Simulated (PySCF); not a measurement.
Electron correlation in Xe³⁶⁺ (xenon, charge +36)

[Ar], closed-shell 1S. All numbers are calculated (PySCF 2.14, the non-relativistic Hamiltonian (point nucleus), in an uncontracted even-tempered set (16 s from 6.2 bohr⁻², ratio 2.5; 10 p from 8.1 bohr⁻², ratio 2.5; 5 d from 37 bohr⁻², ratio 2.7; 4 f from 55 bohr⁻², ratio 2.7)). Frozen: 1s2; 16 electrons correlated; the 17 highest virtual orbitals of each spin left out.

```
  level  correlation energy (mhartree)
   CCSD                        -621.48
    (T)                          -1.23
CCSD(T)                        -622.71
```

Diagnostics: T1 = 0.00034, D1 = 0.0008, largest double amplitude 0.016.

Q: Is a single reference adequate?

A: Yes, within this model without spin-orbit coupling: T1 lies below 0.03 and no double amplitude reaches 0.07.

At this charge a non-relativistic calculation is a model, useful for the Z dependence of the correlation energy.
